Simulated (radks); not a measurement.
Question: Species: Pr28+. Configuration: [Ar] 3d10 4s2 4p1. Method: Dirac Kohn-Sham, PBE, spin-unpolarised, spherical densities, point nucleus; open shells are shared between the two j in proportion to 2j + 1; computed with a radial shooting solver on a logarithmic mesh with Libxc functionals. Some entries of the table are withheld. Estimate them.

orbital      occ.  eigenvalue (eV)  <r> (bohr)
1s1/2           2              (1)         (2)
2s1/2           2              (3)      0.1024
2p1/2           2        -7311.963     0.08588
2p3/2           4        -6827.858     0.09216
3s1/2           2        -2354.079      0.2681
3p1/2           2        -2200.273      0.2573
3p3/2           4        -2101.057      0.2689
3d3/2           4        -1836.574         (4)
3d5/2           6        -1814.800         (5)
4s1/2           2        -1072.280      0.5529
4p1/2    0.333333        -1010.225      0.5544
4p3/2    0.666667        -980.4629      0.5715

Answer: 
(1) 1s1/2 eigenvalue (eV): -42758.06
(2) 1s1/2 <r> (bohr): 0.02409
(3) 2s1/2 eigenvalue (eV): -7676.145
(4) 3d3/2 <r> (bohr): 0.2391
(5) 3d5/2 <r> (bohr): 0.2427
